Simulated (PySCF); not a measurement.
CH₅O, SMILES C[OH2+], charge +1. Atoms are numbered in the order given.

```xyz
7

C     -0.7968    -0.0180     0.0000
O      0.7186     0.0866     0.0000
H     -1.1043     0.5054     0.8985
H     -1.1043     0.5054    -0.8985
H     -1.0631    -1.0701     0.0000
H      1.1518    -0.2629     0.8022
H      1.1518    -0.2629    -0.8022
```
Charge +1, spin multiplicity 1.

The structure is a stationary point at B3LYP-D3(BJ)/def2-TZVP. The isomer is the one that the SMILES or the coordinates give; other isomers of the formula were not compared.

All values below come from PySCF with CAM-B3LYP/def2-TZVPD.

Isolated molecule, no solvent.

| Quantity | Result |
|---|---|
| total energy | -116.01894 hartree |
| point group | Cs |
| highest occupied level | -18.89 eV |
| lowest empty level | -5.62 eV |
| orbital gap | 13.28 eV |
| dipole moment about the centre of nuclear charge | 1.83 D |
| mean static polarisability | 17.4 bohr³ (2.58 Å³) |
| polarisability, principal values | 15.7, 17.0, 19.5 bohr³ |
